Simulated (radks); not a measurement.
Spin polarisation of the 4d1 shell in Zr3+. Start: [Kr] 4d(up 0.5, down 0.5); electrons of 4d are moved from spin down to spin up, other shells keep equal spins. All-electron calculation, scalar-relativistic Kohn-Sham, r2SCAN, spin-polarised, spherical densities, finite nucleus; meta-GGA in the generalised Kohn-Sham scheme; Fermi nuclear charge, rms radius of each element as measured or else 0.836 A^(1/3) + 0.57 fm. Program: a radial shooting solver on a logarithmic mesh with Libxc functionals.

[
 {"moment (Bohr magnetons)": "0", "E - E(0) (eV)": "0.000", "e(4d up) (eV)": "-27.655", "e(4d down) (eV)": "-27.655", "4p down minus up (eV)": "0.000"},
 {"moment (Bohr magnetons)": "0.25", "E - E(0) (eV)": "-0.021", "e(4d up) (eV)": "-27.818", "e(4d down) (eV)": "-27.478", "4p down minus up (eV)": "0.238"},
 {"moment (Bohr magnetons)": "0.5", "E - E(0) (eV)": "-0.086", "e(4d up) (eV)": "-27.971", "e(4d down) (eV)": "-27.280", "4p down minus up (eV)": "0.478"},
 {"moment (Bohr magnetons)": "0.75", "E - E(0) (eV)": "-0.195", "e(4d up) (eV)": "-28.116", "e(4d down) (eV)": "-27.048", "4p down minus up (eV)": "0.720"},
 {"moment (Bohr magnetons)": "1", "E - E(0) (eV)": "-0.356", "e(4d up) (eV)": "-28.256", "e(4d down) (eV)": "-26.724", "4p down minus up (eV)": "0.966"}
]

At moment 1 the spin-polarisation energy is -0.356 eV and the 4d exchange splitting 1.532 eV, that is 1.532 eV per Bohr magneton; E = -I m^2/4 would give I = 1.423 eV.
